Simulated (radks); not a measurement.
Coulomb parameter of the 4f shell of the europium ion Eu2+ in the model configuration [Xe] 4f5.5 6s1.5, as a second difference U = [E(n + 0.5) + E(n - 0.5) - 2 E(n)] / (0.5)^2 with all orbitals relaxed. "Bare": the charge of the atom changes with n. "Screened": the 6s shell takes up the change at fixed total charge, which measures U(4f,4f) + U(6s,6s) - 2 U(4f,6s). Calculated with a radial shooting solver on a logarithmic mesh with Libxc functionals: scalar-relativistic Kohn-Sham, BLYP, spin-unpolarised, spherical densities, finite nucleus; Fermi nuclear charge, rms radius 5.1115 fm.

| case | configuration | E - E(n) (eV) |
|---|---|---|
| start | [Xe] 4f5.5 6s1.5 | 0.000 |
| bare +0.5 | [Xe] 4f6 6s1.5 | -12.398 |
| bare -0.5 | [Xe] 4f5 6s1.5 | 16.936 |
| screened +0.5 | [Xe] 4f6 6s1 | -5.149 |
| screened -0.5 | [Xe] 4f5 6s2 | 7.181 |

U(bare) = 18.151 eV, U(screened by 6s) = 8.127 eV, against the Slater integral F0(4f,4f) = 29.567 eV with frozen orbitals.
